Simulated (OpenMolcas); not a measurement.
# Levels of Br by method

```yaml
Program: OpenMolcas
Basis: ANO-RCC [9s8p6d4f2g]
Scalar_Hamiltonian: DKH2, point nucleus
Active_space: 5 electrons in 9 orbitals (RAS2 4p; RAS3 4d 5s, at most 1 electron)
State_averaging: 2S+1 = 2 odd, 3 roots; 2S+1 = 4 even, 18 roots; 2S+1 = 2 even, 12 roots
Spin-orbit_coupling: state interaction with AMFI integrals over the reference wave functions, term energies averaged over their components
```

Methods on the same reference wave functions:
A. RASSCF
B. SS-RASPT2, IPEA 0.25 Eh, imaginary shift 0.1 Eh (closed shells correlated: 3d 4s)
C. MS-RASPT2, IPEA 0.25 Eh, imaginary shift 0.1 Eh (closed shells correlated: 3d 4s)

Energies in cm⁻¹ above 4s² 4p⁵ ²P°_3/2, the measured ground level; measured values from NIST Handbook of Basic Atomic Spectroscopic Data.

```json
{"Level": "4s² 4p⁵ ²P°_3/2", "A": "0.0", "B": "0.0", "C": "0.0", "Measured": "0.0"}
{"Level": "4s² 4p⁵ ²P°_1/2", "A": "3407", "B": "3410", "C": "3410", "Measured": "3685"}
{"Level": "4s² 4p⁴ 5s ⁴P_5/2", "A": "61227", "B": "56350", "C": "56330", "Measured": "63436"}
{"Level": "4s² 4p⁴ 5s ⁴P_3/2 [65 %]", "A": "63013", "B": "57850", "C": "57840", "Measured": "64907"}
{"Level": "4s² 4p⁴ 5s ⁴P_1/2", "A": "64387", "B": "59480", "C": "59480", "Measured": "66884"}
{"Level": "4s² 4p⁴ 5s ²P_3/2 [64 %]", "A": "65883", "B": "60050", "C": "60030", "Measured": "67184"}
{"Level": "4s² 4p⁴ 5s ²P_1/2", "A": "68089", "B": "61950", "C": "61940", "Measured": "68970"}
```

Deviations, from unrounded energies. A percentage is the sum of absolute deviations over the sum of measured energies, with the sign that they share, or ± where signs differ.

```
                  Against measurement  Levels     A      B      C
       mean absolute deviation (cm-1)       6  1500   6000   6000
fine structure of the ground term (%)       1  -7.5   -7.5   -7.5
             other configurations (%)       5  -2.6  -10.8  -10.8
```

A lies closest to measurement on these levels and C furthest from it. The largest miss of A in the table is 4s² 4p⁴ 5s ⁴P_1/2, by -2500 cm-1. The ranking rests on the paired levels alone, and a cruder setting can come out closer through cancelling errors.

Between B and C the level of the table that moves most is 4s² 4p⁴ 5s ²P_3/2 [64 %], by 15 cm-1 (lowest in C, highest in B). Moves below CASPT2's spread within the term are not significant.

The lowest spin-free term lies below A's lowest term by 0.353 hartree in B, 0.353 hartree in C.

ANO sets are built for valence states and can reach diffuse excited orbitals poorly, and with the s shell closed the s pⁿ⁺¹ terms that mix with these levels are absent. Without dynamic correlation excited terms often stand tens of per cent too high (terms of higher spin than the ground term too low), and those without a measured partner can miss by more than the paired ones (holds for A). Measured partners are found by configuration, term and J. A level has none where our copy of the source lacks it or the pairing is in doubt (some pairs that miss far off the trend of their configuration count as doubtful), and it then counts in no deviation. Levels of configurations outside the active space are missing. Levels that lie high or do not pair safely by name in every column are left out.

A share in square brackets marks a mixed level and gives the weight of the term that names it, the lowest over the columns. ° marks odd parity.
